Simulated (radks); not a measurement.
Problem. The silver ion Ag7+ is in [Kr] 4d(3/2: 4, 5/2: 0). All-electron calculation, Dirac Kohn-Sham, BLYP, spin-unpolarised, spherical densities, finite nucleus; Fermi nuclear charge, rms radius of each element as measured or else 0.836 A^(1/3) + 0.57 fm. Program: a radial shooting solver on a logarithmic mesh with Libxc functionals. Sub-shells are occupied by j as written (lower j first in brackets). One electron is removed from 4p3/2, 4s1/2, 4p1/2, 4d3/2 in turn, with full relaxation. Which removal costs least, and what does each cost?

Solution. 4d3/2 124.95 eV; 4p3/2 180.95 eV; 4p1/2 186.96 eV; 4s1/2 221.74 eV. The 4d3/2 electron leaves first.
